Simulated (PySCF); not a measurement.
Spinor energies of Ir⁴⁸⁺ (iridium, charge +48)

Start: [Ar] 3d10 4s1; 4s1/2 filled at m_j = +1/2. Calculated with PySCF 2.14 in an uncontracted even-tempered set (16 s from 6.8 bohr⁻², ratio 2.8; 13 p from 8.9 bohr⁻², ratio 2.8; 8 d from 16 bohr⁻², ratio 2.8; 4 f from 35 bohr⁻², ratio 3): generalised Hartree-Fock with the X2C-1e Hamiltonian and a Gaussian nucleus; one run each with spin-orbit coupling (SO) switched off, then screened by Boettger's factors.

```json
{"spinor shell": "1s1/2", "electrons": "2", "ε, spin-free (eV)": "-79091.0", "ε, screened SO (eV)": "-79066.1", "weight of nominal j (screened SO)": "1.000", "rms radius, screened SO (bohr)": "0.0197"}
{"spinor shell": "2s1/2", "electrons": "2", "ε, spin-free (eV)": "-16037.5", "ε, screened SO (eV)": "-16030.1", "weight of nominal j (screened SO)": "1.000", "rms radius, screened SO (bohr)": "0.0794"}
{"spinor shell": "2p1/2", "electrons": "2", "ε, spin-free (eV)": "-14274.6", "ε, screened SO (eV)": "-15449.4", "weight of nominal j (screened SO)": "1.000", "rms radius, screened SO (bohr)": "0.0673"}
{"spinor shell": "2p3/2", "electrons": "4", "ε, spin-free (eV)": "-14274.6", "ε, screened SO (eV)": "-13808.7", "weight of nominal j (screened SO)": "1.000", "rms radius, screened SO (bohr)": "0.0750"}
{"spinor shell": "3s1/2", "electrons": "2", "ε, spin-free (eV)": "-5592.5", "ε, screened SO (eV)": "-5590.5", "weight of nominal j (screened SO)": "1.000", "rms radius, screened SO (bohr)": "0.201"}
{"spinor shell": "3p1/2", "electrons": "2", "ε, spin-free (eV)": "-5065.7", "ε, screened SO (eV)": "-5337.9", "weight of nominal j (screened SO)": "1.000", "rms radius, screened SO (bohr)": "0.191"}
{"spinor shell": "3p3/2", "electrons": "4", "ε, spin-free (eV)": "-5065.7", "ε, screened SO (eV)": "-4956.2", "weight of nominal j (screened SO)": "1.000", "rms radius, screened SO (bohr)": "0.205"}
{"spinor shell": "3d3/2", "electrons": "4", "ε, spin-free (eV)": "-4504.2", "ε, screened SO (eV)": "-4553.3", "weight of nominal j (screened SO)": "1.000", "rms radius, screened SO (bohr)": "0.179"}
{"spinor shell": "3d5/2", "electrons": "6", "ε, spin-free (eV)": "-4504.2", "ε, screened SO (eV)": "-4470.6", "weight of nominal j (screened SO)": "1.000", "rms radius, screened SO (bohr)": "0.183"}
{"spinor shell": "4s1/2", "electrons": "1", "ε, spin-free (eV)": "-2704.3", "ε, screened SO (eV)": "-2703.9", "weight of nominal j (screened SO)": "1.000", "rms radius, screened SO (bohr)": "0.414"}
```

```tsv
quantity	spin-free	screened SO
E (hartree)	-16150.26205	-16174.09689
M_J	1/2	1/2
⟨J²⟩	0.750	0.750
⟨L²⟩	0.000	0.074
⟨S²⟩	0.750	0.824
```

Each row is a mean over spinors that exchange with the open shell spreads, by up to 6.183 eV (3s1/2).

Breit and QED terms are absent; they matter most for the inner s and p1/2 levels.

Densities and radii are taken from the X2C orbitals without a picture-change correction, which distorts them close to the nucleus.

Without spin-orbit coupling the j labels of p, d and f shells carry no meaning; the spin-free column gives the mean over the occupied spinors of each nl shell.
